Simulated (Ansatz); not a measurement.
Consider the atomization: `CC1(Cl)CB1F` → B• + 3 C• + Cl• + F• + 5 H•.

Calculated with Ansatz (gas phase, PBE0-D4/def2-TZVP geometries, no zero-point term in ΔE). CCSD(T)/CBS is the MP2 limit (def2-TZVPP, def2-QZVPP) plus CCSD(T) − MP2 in def2-TZVPP, frozen cores. This one scheme is used for every species, atoms too. DFT in def2-TZVPP. Open shells (•) are unrestricted, without spin–orbit coupling. Spin–orbit coupling would lower the free atoms: a little for B, C, Cl, F.

CCSD(T)/CBS gives +45.70 eV.

(1) Another level gave +44.16 eV. Which?
A. BHLYP/def2-TZVPP
B. PBE-QIDH/def2-TZVPP
C. LDA (SPW92)/def2-TZVPP
D. r2SCANh-D4/def2-TZVPP

(2) What do rigid-rotor, harmonic-oscillator terms from PBE0-D4/def2-TZVP frequencies (298.15 K, 1 bar) make of the CCSD(T)/CBS value? (An estimate is asked.)

Largest T1 diagnostic among the species: 0.014.

## Answers

(1) A. BHLYP 44.16, r2SCANh-D4 45.99, LDA (SPW92) 53.19, PBE-QIDH 46.03 eV.

(2) Computed: ΔZPE = -2.11 eV, ΔH = +44.08 eV, ΔS = 1187 J/(mol·K), ΔG = +40.41 eV. Open shells count their whole term as degenerate.

Leaving LDA and LC-ωPBE aside and taking each functional with its dispersion term where it has one, the values, not all of them listed here, spread over 2.91 eV, from BHLYP-D4 to PBE-D4. LDA lies +6.09 eV from PBE without D4, its usual overbinding. At CCSD(T), def2-SVP lies −1.81 eV from the extrapolated value and def2-TZVPP −1.10 eV: correlation converges slowly with the basis, and small sets miss more of it in the bonded molecule than in its fragments.

For atomizations the MP2-based limit and the directly extrapolated one differ by several kJ/mol either way, and by 10 to 25 for some Ge, Se and Sn compounds, so smaller differences from it don't rank the levels.
